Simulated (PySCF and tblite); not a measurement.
Values are calculated unless marked as measured or tabulated.
C7H14, numbered as in [CH3:1][CH:2]1[CH2:3][CH2:4][CH2:5][CH2:6][CH2:7]1. The same 2 conformers on PBE0-D3(BJ)/def2-SVP geometries, with only the solvent of the single-point energies changed (functional PBE0, basis set def2-TZVP, D3(BJ) where defined; PySCF).

The 6-ring runs over atoms 2–3–4–5–6–7.

| conformer | shape | symmetry | dipole D |
| --- | --- | --- | --- |
| 1 | 6-ring chair (all substituents equatorial) | Cs | 0.12 |
| 2 | 6-ring chair (C1 axial) | Cs | 0.07 |

Energies (kcal/mol) above conformer 1 and its weight at 298.15 K (thermal terms from GFN2-xTB):

| solvent | E(2) − E(1) | weight of 1 (%) | dipole of 1 (D) | of 2 |
| --- | --- | --- | --- | --- |
| gas phase | 1.81 | 97 | 0.12 | 0.07 |
| cyclohexane | 1.80 | 97 | 0.13 | 0.08 |
| chloroform | 1.79 | 97 | 0.14 | 0.08 |
| acetone | ? | ? | ? | ? |
| water | 1.77 | 97 | 0.15 | 0.08 |

Problem. What does acetone give?

Solution. E(2) − E(1) = 1.78 kcal/mol, weight of conformer 1 97 %, dipoles 0.15 and 0.08 D.

Problem. How much does the choice of solvent matter?

Solution. The widest range is that of E(2) − E(1), which runs from 1.77 (water) to 1.81 kcal/mol (gas phase), a spread of 0.03, against RT = 0.59.
